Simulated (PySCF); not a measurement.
PySCF input for C4H8OSi, SMILES C=C/C=C/[SiH2]O, KT2/pcSseg-1. Coordinates come from a ωB97X-D3(BJ)/def2-SVP optimisation. The structure was generated by enumeration; whether it is a known compound was not checked. Other conformers were not sampled.

```python
import numpy as np
from pyscf import gto, scf, dft
from pyscf.prop.nmr import rks as nmr

mol = gto.M(
    atom='''
    C     3.29160626   -0.29075355   -0.55529482
    C     2.21400924   -0.79530958    0.05791935
    C     0.87680302   -0.19272000   -0.02255284
    C    -0.22170638   -0.67366025    0.58688861
    Si   -1.87799591    0.16824440    0.41683582
    O    -1.78394710    1.37493211   -0.73893495
    H     3.22438148    0.61950086   -1.16153049
    H     4.27389270   -0.76467664   -0.47236292
    H     2.30540484   -1.70685703    0.66153936
    H     0.79574859    0.71987670   -0.62922393
    H    -0.11836955   -1.58507472    1.19301476
    H    -2.91385287   -0.84908938    0.05511171
    H    -2.28675234    0.84146919    1.67824336
    H    -1.68120608    1.08463273   -1.65077562
    ''',
    basis='pcSseg-1',
    charge=0,
    spin=0,
    max_memory=1600,
    verbose=3,
)
mf = dft.RKS(mol, xc='kt2')
mf.grids.level = 3
mf.conv_tol = 1e-10
mf.max_cycle = 100
mf.kernel()
n = nmr.NMR(mf)
n.verbose = 2
n.max_cycle_cphf = 60
sigma = n.kernel()
print('atom   isotropic/ppm   span/ppm')
for i, s in enumerate(sigma):
    w = np.linalg.eigvalsh((s + s.T) / 2)
    print(f'{mol.atom_symbol(i):2s}{i + 1:3d} {w.mean():14.3f} {w[2] - w[0]:11.3f}')
```

Program output:

```
converged SCF energy = -528.304976577537
atom   isotropic/ppm   span/ppm
C   1         65.800     184.322
C   2         44.909     191.135
C   3         37.738     212.964
C   4         57.664     178.896
Si  5        383.110     111.618
O   6        316.860      66.960
H   7         25.821       5.753
H   8         25.900       4.533
H   9         24.906       4.971
H  10         24.614       8.452
H  11         25.573       3.406
H  12         25.796       8.063
H  13         25.965       7.567
H  14         30.826      19.074
```

The run converged.

Cost: very roughly 26 core-seconds.
